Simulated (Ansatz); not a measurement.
(1) Predict a relaxed structure of H4Au3, charge 0, doublet, at PBE-D4/def2-TZVP (Ansatz).

Results:

(1) 
```csv
atom,x (Å),y (Å),z (Å)
Au1,0.005,-0.002,0.001
Au2,-0.664,-2.448,0.810
Au3,0.657,2.447,-0.811
H4,0.470,3.462,-2.020
H5,-0.476,-3.459,2.022
H6,-0.903,-1.313,-0.621
H7,0.911,1.312,0.618
```
 This is one stationary point.

In the def2 sets Au takes a core potential; there is no spin–orbit coupling. The relaxation made no stability test and no search for a lower SCF solution. No other spin state of charge 0 was run. The structure comes from a short search, and lower isomers may exist.
